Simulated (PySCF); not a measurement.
**Er⁶¹⁺: ionisation energy**

Er⁶¹⁺ [He] 2s2 2p3 [2p1/2^2 2p3/2^1, M_J = 3/2] → Er⁶²⁺ [He] 2s2 2p2 [2p1/2^2, M_J = 0], as a difference of total energies. Computed with PySCF 2.14 in an even-tempered Gaussian basis (17 s from 44 bohr⁻², ratio 2.4; 13 p from 57 bohr⁻², ratio 2.4; 5 d from 190 bohr⁻², ratio 2.6; 4 f from 280 bohr⁻², ratio 2.6), with the two-component X2C-1e Hamiltonian. Correlated levels: nothing frozen; the 30 highest virtual spinors dropped. "Screened" scales the spin-orbit matrix elements by Boettger's factors to mimic the two-electron term; Breit and QED terms are absent.

```json
{"method": "GHF (spin-free)", "ionisation energy (eV)": "14202.3"}
{"method": "GMP2 (spin-free)", "ionisation energy (eV)": "14202.3"}
{"method": "GHF (screened spin-orbit)", "ionisation energy (eV)": "13866.5"}
{"method": "GMP2 (screened spin-orbit)", "ionisation energy (eV)": "13866.5"}
```

For this ion Breit and QED terms and the two-electron picture change, all absent here, outweigh the correlation shift from GHF to GMP2.

The spin-free rows relax to the high-spin LS determinant and lack the spin-orbit shift.

The labels give the starting determinants; with spin-orbit coupling the two ends relaxed to ⟨J²⟩ = 3.75, ⟨L²⟩ = 2.58, ⟨S²⟩ = 1.47 and ⟨J²⟩ = 0.00, ⟨L²⟩ = 1.33, ⟨S²⟩ = 1.33.

For comparison: 13855 ± 12 eV (theoretical estimate listed by NIST; NIST Atomic Spectra Database, ionization energies).
